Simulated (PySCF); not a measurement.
Electron affinity of Tc by level of theory

Tc⁻ [Kr] 4d6 5s2 (5D) → Tc [Kr] 4d5 5s2 (6S), as a difference of total energies. Computed with PySCF 2.14 in aug-cc-pwCVDZ-PP with ECP28MDF (6s6p5d3f, 70 functions), with a scalar-relativistic core potential. Correlated levels: valence: 4s2 4p6 frozen. The calculations carry no spin-orbit coupling.

| method | electron affinity (eV) |
| --- | --- |
| UHF | -1.002 |
| MP2 (valence) | -0.141 |
| SCS-MP2 (valence) | -0.002 |
| CCSD (valence) | -0.004 |
| CCSD(T) (valence) | 0.113 |

A negative affinity means that the anion lies above the atom at that level of theory.

The coupled-cluster amplitudes are large for Tc⁻ (T1 above 0.03 or a double amplitude above 0.15), so a single reference is strained.
